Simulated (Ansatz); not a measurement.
Input file for Ansatz (a program for electronic structure): R-CCSD(T)/aug-cc-pV(T+d)Z on H2 (SMILES [H][H]). Files ending in .json are basis or fitting sets from the Basis Set Exchange.

Ansatz 0.2 input:
```yaml
crystal:
  periodic: [false, false, false]
  atoms:
    - {symbol: H, position_ang: [-0.09568005, 0.40653908, 3.24897988]}
    - {symbol: H, position_ang: [-0.08861366, -0.04939427, 2.65979387]}
basis:
  gaussian:
    orbitals: aug-cc-pV_T+d_Z.json
magnetization: {spin_polarized: false}
correlation: {method: ccsd_t, electrons: outside_noble_gas}
scf: {lower_state_search: off}
```

Output:

```
WARN ansatz: RAYON_NUM_THREADS=1 ignored (pool sized by the plan → 1); use --threads N
Functional definition: HF
these checks for a lower state are left out or cut short: stability, starts, cluster_reference, orbital_swaps, neighbouring_geometries, increment
integrals: 0.01 GiB planned
236 factors; integrals over basis functions are off by at most 1.7e-3 eV
mean field: 0.04 GiB planned
mean field evaluation 1: about -30.7398 eV, gradient 3.6e0 eV
mean field evaluation 2: about -30.7396 eV, gradient 3.6e0 eV
mean field evaluation 4: about -30.8299 eV, gradient 6.6e-2 eV
mean field evaluation 8: about -30.8299 eV, gradient 1.7e-7 eV
mean field -30.82988535 eV, -1.1329773892 hartree, gradient 1.7e-7 eV, S^2 0.000000; 0 other end points of the search recorded, 0 dependent functions left out
reference -30.82988535 eV, -1.1329773892 hartree; 1, 1 occupied and 45, 45 virtual orbitals, 236 factors
second order -0.87093009 eV of doubles, -0.00000000 eV of singles
coupled cluster: 0.06 GiB planned
cycle   1  -1.01329205 eV  change   -1.4e-1 eV  update   2.6e-2
cycle   2  -1.07839423 eV  change   -6.5e-2 eV  update   9.1e-3
cycle   3  -1.07902324 eV  change   -6.3e-4 eV  update   1.1e-3
cycle   4  -1.07912982 eV  change   -1.1e-4 eV  update   1.6e-4
cycle   5  -1.07908258 eV  change    4.7e-5 eV  update   2.9e-5
cycle   6  -1.07907867 eV  change    3.9e-6 eV  update   5.6e-6
cycle   7  -1.07908049 eV  change   -1.8e-6 eV  update   1.0e-6
perturbative correction -0.00000000 eV, -0.0000000000 hartree
Total energy: -31.90896583 eV, -1.1726328657 hartree
Checks for a lower state left out: stability, starts, cluster_reference, orbital_swaps, neighbouring_geometries, increment
```

The run converged.

Cost: roughly 0.14 core-seconds.
